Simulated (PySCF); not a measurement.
(E)-1-bromo-2-fluoroprop-1-ene (C3H4BrF), SMILES C/C(F)=C\Br. Atoms are numbered in the order given.

```xyz
9

C     -1.3744    -1.6821     0.0000
C      0.0929    -1.4446     0.0000
F      0.8086    -2.5877     0.0000
C      0.7793    -0.2977     0.0000
Br    -0.0253     1.4117     0.0000
H     -1.6587    -2.2706     0.8880
H     -1.9301    -0.7372     0.0000
H     -1.6587    -2.2706    -0.8880
H      1.8692    -0.2934     0.0000
```
Charge 0, spin multiplicity 1.

Geometry optimised at B3LYP-D3(BJ)/def2-SVP.

All values below come from PBE0/pcSseg-1 (PySCF).

GIAO shieldings, no solvent; atoms alike by connectivity are averaged. δ = σ(ref) − σ: ¹³C against TMS (σ = 186.3 ppm); ¹⁹F against CFCl3 (σ = 167.2 ppm); ¹H against TMS (σ = 31.56 ppm), references at their B3LYP-D3(BJ)/def2-TZVP geometries, non-relativistic (without spin–orbit terms, shifts of atoms bonded to Cl or Br come out too high).

```
nucleus       atoms  count  δ (ppm)
-------  ----------  -----  -------
¹³C              C2      1    174.3
¹³C              C4      1    111.1
¹³C              C1      1     18.6
¹⁹F              F3      1    -93.2
¹H               H9      1     6.08
¹H       H6, H7, H8      3     2.42
```
